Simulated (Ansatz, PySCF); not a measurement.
Spin states of H3IrO3 (SMILES [OH][Ir]([OH])[OH]), each relaxed with B3LYP-D3(BJ)/def2-TZVP.
State 1 (charge 0, multiplicity 1):
```xyz
7

Ir     0.026     0.099     0.041
O      1.666    -0.387    -0.660
H      2.327     0.272    -0.385
O     -0.480    -0.523     1.705
H     -0.905    -1.393     1.611
O     -1.096     1.198    -0.931
H     -1.639     0.658    -1.531
```
State 2 (charge 0, multiplicity 5):
```json
[
 {"atom": "Ir", "x (Å)": "-0.4894", "y (Å)": "0.1856", "z (Å)": "0.2183"},
 {"atom": "O", "x (Å)": "1.4308", "y (Å)": "-0.3771", "z (Å)": "-0.0465"},
 {"atom": "H", "x (Å)": "1.8464", "y (Å)": "0.0182", "z (Å)": "-0.8273"},
 {"atom": "O", "x (Å)": "-0.7126", "y (Å)": "-0.8691", "z (Å)": "1.7861"},
 {"atom": "H", "x (Å)": "-0.0097", "y (Å)": "-1.5106", "z (Å)": "1.9605"},
 {"atom": "O", "x (Å)": "-0.7240", "y (Å)": "1.3055", "z (Å)": "-1.3065"},
 {"atom": "H", "x (Å)": "-1.4433", "y (Å)": "1.1719", "z (Å)": "-1.9337"}
]
```

Singlets are restricted, other states unrestricted; no spin–orbit coupling, no relativity up to Kr; see below for the cores. The largest T1 diagnostic is 0.038.

Run with Ansatz (Gaussian orbitals); PySCF for the dispersion terms.  In def2 rows elements past Kr take small-core potentials, without spin–orbit coupling.

### Question
One of these levels gives 41.84 kcal/mol for the energy of the multiplicity-5 state less that of the multiplicity-1 state. Which one is it?
A) SVWN5/def2-TZVPP
B) B3LYP-D4/def2-TZVPP
C) PBE-D4/def2-TZVPP
D) r2SCAN/def2-TZVPP

### Answer
B, B3LYP-D4/def2-TZVPP. The others give 54.99 (SVWN5/def2-TZVPP), 46.10 (PBE-D4/def2-TZVPP), 36.68 (r2SCAN/def2-TZVPP)

Ansatz is a program for electronic structure.
